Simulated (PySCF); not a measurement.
CH4AlFO. Atoms are numbered in the order given.

```xyz
8

Al    -0.5224     0.7680     0.0000
H     -1.8953     1.5100     0.0000
F      0.8980     1.6392     0.0000
O     -0.4750    -0.9143     0.0000
C      0.4085    -1.9980     0.0000
H      0.2425    -2.6302    -0.8906
H      1.4688    -1.6839     0.0000
H      0.2425    -2.6302     0.8906
```

Geometry optimised at B3LYP-D3(BJ)/def2-SVP. The values are those of a single conformer.

Calculation: PBE0/pcSseg-1 (PySCF).

GIAO shieldings, no solvent; atoms alike by connectivity are averaged. δ = σ(ref) − σ: ¹H against TMS (σ = 31.56 ppm); ¹⁹F against CFCl3 (σ = 167.2 ppm); ¹⁷O against H2O (σ = 334.2 ppm); ¹³C against TMS (σ = 186.3 ppm), references at their B3LYP-D3(BJ)/def2-TZVP geometries, non-relativistic.

Computed chemical shifts:
```
nucleus       atoms  count  δ (ppm)
-------  ----------  -----  -------
¹H       H6, H7, H8      3     4.29
¹H               H2      1     4.13
¹⁹F              F3      1   -166.2
¹⁷O              O4      1     30.7
¹³C              C5      1     57.1
```
